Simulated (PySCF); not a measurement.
**Working out the ionisation energy of Pd**

Pd [Kr] 4d10 (1S) → Pd⁺ [Kr] 4d9 (2D). All numbers are calculated (PySCF 2.14, a scalar-relativistic core potential, in aug-cc-pwCVDZ-PP with ECP28MDF). Frozen: nothing. Energies in hartree (1 hartree = 27.21139 eV):

```json
{"part": "UHF", "Pd (lower)": "-126.608035", "Pd⁺ (upper)": "-126.377306"}
{"part": "CCSD correlation", "Pd (lower)": "-0.580461", "Pd⁺ (upper)": "-0.517301"}
{"part": "(T)", "Pd (lower)": "-0.021026", "Pd⁺ (upper)": "-0.013548"}
```

Task: What does Hartree-Fock give?

Result: (-126.377306) − (-126.608035) = 0.230729 hartree = 6.278 eV.

Task: What do CCSD and CCSD(T) give?

Result: The CCSD correlation energies differ by 0.063160 hartree = 1.719 eV and the triples by 0.007478 hartree = 0.203 eV, so CCSD gives 7.997 eV and CCSD(T) 8.200 eV.

Measured between the centres of the two terms (NIST): 8.512 eV, so CCSD(T) (valence and next inner shell) is off by -0.312 eV.

A double-zeta basis recovers only part of the correlation energy.

What remains against the reference includes basis incompleteness and higher excitations.
